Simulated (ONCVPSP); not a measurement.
An all-electron radial function and its pseudo partner (sulfur)

Columns: radius, all-electron u(r) and pseudo u(r) of the 2s shell (level -236.15 eV) of sulfur in the configuration [He] 2s2 2p6 3s2 3p2; PBE, non-relativistic, ONCV scheme, ONCVPSP 4.0.1.

| r (bohr) | all-electron | pseudo |
| --- | --- | --- |
| 0.038 | -0.6715 | 0.1663 |
| 0.075 | -0.6018 | 0.3327 |
| 0.113 | -0.2328 | 0.5106 |
| 0.150 | 0.2007 | 0.6896 |
| 0.188 | 0.6145 | 0.8735 |
| 0.225 | 0.9439 | 1.0440 |
| 0.263 | 1.1970 | 1.1998 |
| 0.300 | 1.3626 | 1.3226 |
| 0.338 | 1.4622 | 1.4123 |
| 0.375 | 1.5025 | 1.4604 |
| 0.413 | 1.4985 | 1.4704 |
| 0.450 | 1.4622 | 1.4466 |
| 0.488 | 1.4006 | 1.3937 |
| 0.525 | 1.3249 | 1.3226 |
| 0.563 | 1.2374 | 1.2369 |
| 0.600 | 1.1472 | 1.1471 |
| 0.638 | 1.0530 | 1.0530 |
| 0.675 | 0.9626 | 0.9626 |
| 0.713 | 0.8728 | 0.8728 |
| 0.750 | 0.7897 | 0.7897 |
| 0.788 | 0.7094 | 0.7094 |
| 0.825 | 0.6369 | 0.6369 |
| 0.863 | 0.5682 | 0.5682 |
| 0.900 | 0.5070 | 0.5070 |
| 0.938 | 0.4499 | 0.4499 |
| 0.975 | 0.3996 | 0.3996 |

Problem. How many radial nodes do the two functions have?

Solution. The all-electron 2s function has n − l − 1 = 1; the pseudo-wave has 0, since the states of the same l below it are removed with the core.

Problem. At about which radius was the pseudo-wave matched?

Solution. 0.70 bohr. The columns agree to 0.0005 from 0.56 bohr on; several derivatives are matched, so the curves merge somewhat inside the radius.

Problem. Is the pseudo-wave norm-conserving?

Solution. Yes: the ONCV scheme keeps the norm inside the radius equal to the all-electron one, which fixes the energy derivative of the logarithmic derivative at the level.
